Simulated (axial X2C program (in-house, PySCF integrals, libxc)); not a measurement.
Bond lengths and stretching modes, held linear, of SeCN

Computed with an axial X2C code built on PySCF integrals: two-component X2C with atomic mean-field Coulomb and Gaunt terms, Gaussian nuclei, basis Se dyall-v3z, C dyall-v3z, N dyall-av3z with contracted cores. Spin-free rows use the one-electron spin-free X2C Hamiltonian.

Masses Se 79.917, C 12.000, N 14.003 u. States: 2c Ω = 3/2 (beyond evenly filled blocks: ω = 3/2); spin-free M_S = 1/2, Λ = 1 (beyond evenly filled blocks: π+α, π+β, π-α).

PBE0, 2c: energies above the lowest point

```tsv
r(Se–C) (Å)	r(C–N) (Å)	E (meV)
1.7452	1.1359	75.51
1.7452	1.1650	23.91
1.7452	1.1941	62.25
1.7900	1.1359	43.33
1.7900	1.1650	0.00
1.7900	1.1941	47.28
1.7900	1.2233	168.44
1.8347	1.1359	60.78
1.8347	1.1650	24.39
1.8347	1.1941	79.25
1.8795	1.1650	87.27
1.8795	1.2233	284.86
```

Problem. Fit a quadratic surface with cubic terms in each bond: where is the minimum, and what are the two stretching wavenumbers?

Solution. At PBE0, 2c: bonds 1.788 and 1.164 Å; harmonic stretches 572.9 and 2136.6 cm⁻¹; force constants 3.88, 17.2 and coupling 0.93 mdyn/Å.

The other levels and Hamiltonians give:

```tsv
Hamiltonian	level	r(Se–C) (Å)	r(C–N) (Å)	lower stretch (cm⁻¹)	upper stretch (cm⁻¹)
2c	r2SCAN	1.779	1.173	581.7	2076.2
spin-free	PBE0	1.785	1.164	576.4	2127.4
spin-free	r2SCAN	1.775	1.174	585.3	2067.4
```

Each state is one determinant, the lowest of a limited PBE0 search; the stretches come from a fit to these few points and carry an uncertainty of a few per cent. Other orders of the atoms were not compared. Left out for rough or failed fits: HF 2c, MP2 2c, HF spin-free, MP2 spin-free. The molecule was held linear; bending was not examined, so a bent shape may lie lower. Note: functional without a current term on a determinant with orbital currents, of the molecule or an atom.
